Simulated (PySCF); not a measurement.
## Identify the compound

Molecular formula: C4H13NOSi3. Simulated spectra:

¹H NMR (300 MHz, computed): δ 9.87 (s, 1H), 7.07 (m, 1H), 6.99 (m, 1H), 3.88 (m, 1H), 3.70 (m, 1H), 3.47 (s, 3H), 0.33 (m, 3H), -0.12 (br s, 2H).

¹³C{¹H} NMR (computed): δ 205.8, 165.2, 153.3, -8.8.

PySCF 2.14.0 with density-fitted response routines calculation with shieldings: GIAO PBE0/pcSseg-1 and geometry from GFN2-xTB; rapidly exchanging positions averaged, single conformer, no relativistic terms, in vacuum.

References, each an isolated molecule treated in the same way: TMS for ¹H (σ = 31.72 ppm), ¹³C (σ = 186.93 ppm).

Question: Deduce the structure.

Answer: 
- Rings plus π bonds: 2 (no ring in the answer).
- 4 carbon signals for 4 carbons: no two carbons are equivalent.
- Carbon types of the structure: 1 × C, 1 × CH, 1 × CH2, 1 × CH3, leaving 7 H on heteroatoms.
- δC 205.8: aldehyde carbonyl carbon; low-lying n→π* states of the double bond to the heteroatom give a large paramagnetic term (-265 ppm).
- δC 165.2: α carbon of a C=C–C=O unit.
- δC 153.3: β carbon of a C=C–C=O unit; conjugation with the carbonyl draws π density from the β position.
- δC -8.8: methyl carbon bonded to Si; an electropositive neighbour leaves it electron-rich and shielded.
- δH 9.87: hydrogen on an aldehyde carbonyl carbon; the formyl region, downfield of aromatic protons.
- δH 0.33: hydrogen on a methyl carbon bonded to Si; an electropositive neighbour shields it, as in TMS itself.
- δH -0.12: hydrogen on a nitrogen bonded to Si; labile proton, position sensitive to the medium.

The compound is SMILES C=C(C=O)[Si@](N)([SiH3])[SiH2]C.

The shifts were computed for this structure.

OH and NH positions are those of a molecule without intermolecular hydrogen bonds; in solution they move with solvent, concentration and temperature, and exchange usually removes their couplings. Shifts are as computed. Against solution values, carbons near 30 ppm lie about +3 ppm off and those near 130 ppm about +5 ppm. Of 1211 compounds with measured shifts, 218 miss one by over three times the rms of a fit or turn the order of signals round; such compounds aren't used in these exercises. Multiplicities follow the n + 1 count of equivalent neighbours, as no J values were calculated; m marks all less simple cases, F and P coupling included.
